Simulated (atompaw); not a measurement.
# Cutoff test, Hg, PAW (atompaw)

atompaw 4.2.0.5 input, output lines left out:

```
Hg 80
LDA-PW scalarrelativistic loggrid 2001 logderivrange -3 5 201
6 6 5 4 0 0
6 0 1
6 1 0
0 0 0
c
c
c
c
c
v
c
c
c
c
v
c
c
v
c
2
3.00 2.55 2.65 1.60
y
2.5
n
y
0.15
n
y
1.85
n
custom rrkj gramschmidtortho sinc
3 0 troulliermartins
3.00
2.30
3.00
3.00
1.70
1.70
```

The pseudo-atom Hamiltonian at the reference potential is diagonalised in spherical Bessel functions j_l(qr) that vanish at 20 bohr, with q² up to the cutoff. All-electron valence levels (Ry): 6s -1.1102, 6p -0.5639, 5d -1.4040.

Q: How do the lowest levels (Ry) of each channel move with the cutoff, and are there ghosts?

A:

| cutoff (Ry) | s #1 | p #1 | p #2 | d #1 | f #1 | Σ f·Δε (mRy) |
| --- | --- | --- | --- | --- | --- | --- |
| 8 | -1.1102 | -0.5638 | -0.1512 | -0.6618 | -0.0492 | 7421.8 |
| 12 | -1.1102 | -0.5639 | -0.1512 | -1.0061 | -0.0493 | 3978.3 |
| 15 | -1.1102 | -0.5639 | -0.1512 | -1.1461 | -0.0493 | 2578.4 |
| 21 | -1.1102 | -0.5639 | -0.1512 | -1.3436 | -0.0493 | 603.9 |
| 25 | -1.1102 | -0.5639 | -0.1512 | -1.3751 | -0.0493 | 289.0 |
| 35 | -1.1102 | -0.5639 | -0.1512 | -1.4023 | -0.0493 | 16.4 |
| 45 | -1.1102 | -0.5639 | -0.1512 | -1.4034 | -0.0493 | 6.0 |
| 50 | -1.1102 | -0.5639 | -0.1512 | -1.4035 | -0.0493 | 4.3 |
| 60 | -1.1102 | -0.5639 | -0.1512 | -1.4038 | -0.0493 | 1.3 |
| 70 | -1.1102 | -0.5639 | -0.1512 | -1.4039 | -0.0493 | 0.8 |
| 90 | -1.1102 | -0.5639 | -0.1512 | -1.4039 | -0.0493 | 0.4 |
| 400 | -1.1102 | -0.5639 | -0.1512 | -1.4040 | -0.0493 | 0.0 |

Result: no extra level below or beside the all-electron valence levels (s, p, d, f tested); 10 mRy is reached at 40 Ry and 1 mRy at 70 Ry.
